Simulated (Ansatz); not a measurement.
`F[SiH2][SbH][SeH]` + H–F → `[F][SbH][SeH]` + `F[SiH3]` at 500 K and 1 bar (cleavage of the Sb–Si bond).

Program: Ansatz. Geometries: PBE0-D4/def2-TZVP. ΔE: electronic, gas phase. CCSD(T)/CBS adds triple-zeta CCSD(T) − MP2 to the extrapolated MP2 energy (def2 sets, frozen cores). This one scheme is used for every species. Elements past krypton have def2 core potentials. For Sb, Se outer-core shells are correlated without core-valence functions, which leaves a few kJ/mol of doubt a bond. Scalar relativity is left out up to krypton. Each species was taken in one conformer, which may not be the lowest.

| species | CCSD(T)/CBS energy (Eh) | H − E (kJ/mol) | S (J/(mol·K)) |
| --- | --- | --- | --- |
| `F[SiH2][SbH][SeH]` | -3032.08032 | 139.6 | 453.1 |
| H–F | -100.39570 | 39.4 | 188.7 |
| `[F][SbH][SeH]` | -2741.75603 | 76.7 | 366.6 |
| `F[SiH3]` | -390.72345 | 94.1 | 267.5 |

H − E and S are ideal-gas, rigid-rotor, harmonic terms from PBE0-D4/def2-TZVP, for one conformer and one mirror image of each species. 1 Eh = 2625.50 kJ/mol, R = 8.31446 J/(mol·K).

**Question.** By hand: ΔE, ΔH, ΔS and ΔG.

**Answer.** ΔE = (-2741.75603) + (-390.72345) − (-3032.08032) − (-100.39570) = -0.00346 Eh = -9.1 kJ/mol. Δ(H − E) = 76.7 + 94.1 − 139.6 − 39.4 = -8.2, so ΔH = -17.3 kJ/mol. ΔS = 366.6 + 267.5 − 453.1 − 188.7 = -7.7 J/(mol·K). ΔG = -17.3 − 500 × (-7.7)/1000 = -13.5 kJ/mol.

**Question.** By hand: the equilibrium constant, and the temperature at which ΔG would vanish if ΔH and ΔS stayed fixed.

**Answer.** log₁₀ K = −ΔG/(RT ln 10) = 1.4. ΔG = 0 at ΔH/ΔS = 2247 K, though so small a ΔS makes that figure unsure.

The number of gas molecules stays the same, so ΔS is small and ΔH decides. A doubt of 5 kJ/mol in ΔE shifts log₁₀ K by 0.5 here. Other conformers and mirror images would add mixing entropy, several J/(mol·K) or more a flexible species. Modes under 60 cm⁻¹, often nearly free rotors, make the harmonic entropy too high. These are equilibria of isolated gas molecules and say nothing of rates. Largest T1 diagnostic: 0.013 (customary marks: 0.02 for closed shells, 0.045 for open ones).
